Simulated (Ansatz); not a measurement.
`[OH][Ga][Cl]` radical, charge 0, multiplicity 2.

Question: Give a relaxed structure at PBE0-D4/def2-TZVP (Ansatz 0.2.0). (An estimate is asked.)

Answer: Computed: 
Z-matrix (Å, degrees):
```
O
Ga 1 1.791
H 1 0.963 2 112.0
Cl 2 2.174 1 118.1 3 0.1
```
Point group Cs.
